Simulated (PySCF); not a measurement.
Ions at one geometry of [Pb(BH4)3]+

PySCF 2.14.0, RKS PBE0, Pb def2-SVP with ECP60, B def2-SVP, H def2-SVP; non-relativistic Hamiltonian with scalar-relativistic core potentials where named; density fitting; no spin-orbit coupling; singlets restricted, open shells unrestricted. The geometry is relaxed for charge +1, singlet, vacuum (a saddle point, kept by symmetry):

```xyz
16

Pb    0.0000    0.0000    0.0000
B     2.2549    0.3775    0.0000
H     3.0557   -0.6006    0.0000
H     2.6245   -0.2712    1.0177
H     2.6245   -0.2712   -1.0177
H     2.7425    1.4712    0.0000
B    -1.4544    1.7641    0.0000
H    -1.0077    2.9466    0.0000
H    -1.0773    2.4085    1.0177
H    -1.0773    2.4085   -1.0177
H    -2.6453    1.6395    0.0000
B    -0.8005   -2.1416    0.0000
H    -2.0480   -2.3460    0.0000
H    -1.5471   -2.1372    1.0177
H    -1.5471   -2.1372   -1.0177
H    -0.0972   -3.1107    0.0000
```

Energies count from the relaxed state; an electron taken off or put on is at rest in vacuum. Charges and spins are Mulliken's.

```
                     state  energy (eV)  spin squared  charge on Pb1 (e)  spin on Pb1 (e)  dipole about the centre of mass (D)
charge +1, singlet, vacuum         0.00          0.00               0.78             0.00                                 0.00
 charge 0, doublet, vacuum        -5.18          0.75               0.16             1.13                                 0.00
```

What does the state charge +2, doublet, vacuum give?

energy (eV) 13.96, spin squared 0.76, charge on Pb1 (e) 0.95, spin on Pb1 (e) 0.29, dipole about the centre of mass (D) 1.56.

With an electron taken off (doublet) the charges change, summed by element, by Pb +0.17 e, B +0.10 e, H +0.73 e. The vertical ionisation energy is 13.96 eV, against −ε(HOMO) = 12.13 eV of the relaxed state. The level lies 1.8 eV too high, as is usual for semilocal functionals and global hybrids, which keep a self-interaction error.

With an electron put on (doublet) the charges change, summed by element, by Pb -0.62 e, B +0.26 e, H -0.64 e. The vertical electron affinity is 5.18 eV, against −ε(LUMO) = 6.90 eV of the relaxed state.

Open shells may have lower solutions than those found.
